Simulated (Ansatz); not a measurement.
`F[SiH2]C[SiH2]F` + `[OH][GeH3]` → `F[SiH2][O][GeH3]` + `C[SiH2]F` at 400 K and 1 bar (ligand exchange at the Si–C bond).

Calculated with Ansatz (gas phase, PBE0-D4/def2-TZVP geometries, no zero-point term in ΔE). CCSD(T)/CBS adds triple-zeta CCSD(T) − MP2 to the extrapolated MP2 energy (def2 sets, frozen cores). For Ge outer-core shells are correlated without core-valence functions, which leaves a few kJ/mol of doubt a bond. Scalar relativity is left out up to krypton. Each species was taken in one conformer, which may not be the lowest.

```json
{"species": "`F[SiH2]C[SiH2]F`", "CCSD(T)/CBS energy (Eh)": "-819.54869", "H − E (kJ/mol)": "212.0", "S (J/(mol·K))": "400.9"}
{"species": "`[OH][GeH3]`", "CCSD(T)/CBS energy (Eh)": "-2153.69723", "H − E (kJ/mol)": "116.2", "S (J/(mol·K))": "291.7"}
{"species": "`F[SiH2][O][GeH3]`", "CCSD(T)/CBS energy (Eh)": "-2543.28863", "H − E (kJ/mol)": "158.4", "S (J/(mol·K))": "390.3"}
{"species": "`C[SiH2]F`", "CCSD(T)/CBS energy (Eh)": "-430.00374", "H − E (kJ/mol)": "171.0", "S (J/(mol·K))": "310.0"}
```

H − E and S are ideal-gas, rigid-rotor, harmonic terms from PBE0-D4/def2-TZVP, for one conformer and one mirror image of each species. 1 Eh = 2625.50 kJ/mol, R = 8.31446 J/(mol·K).

Question: By hand: ΔE, ΔH, ΔS and ΔG.

Answer: ΔE = (-2543.28863) + (-430.00374) − (-819.54869) − (-2153.69723) = -0.04645 Eh = -122.0 kJ/mol. Δ(H − E) = 158.4 + 171.0 − 212.0 − 116.2 = 1.2, so ΔH = -120.8 kJ/mol. ΔS = 390.3 + 310.0 − 400.9 − 291.7 = 7.7 J/(mol·K). ΔG = -120.8 − 400 × (7.7)/1000 = -123.9 kJ/mol.

Question: By hand: the equilibrium constant, and the temperature at which ΔG would vanish if ΔH and ΔS stayed fixed.

Answer: log₁₀ K = −ΔG/(RT ln 10) = 16.2. ΔH and −TΔS have one sign here, so there is no such temperature.

The number of gas molecules stays the same, so ΔS is small and ΔH decides. A doubt of 5 kJ/mol in ΔE shifts log₁₀ K by 0.7 here. Other conformers and mirror images would add mixing entropy, several J/(mol·K) or more a flexible species. Modes under 60 cm⁻¹, often nearly free rotors, make the harmonic entropy too high. These are equilibria of isolated gas molecules and say nothing of rates. Largest T1 diagnostic: 0.012 (customary marks: 0.02 for closed shells, 0.045 for open ones).

ΔS is within the doubt of such terms, so its sign, and with it that verdict, could turn.
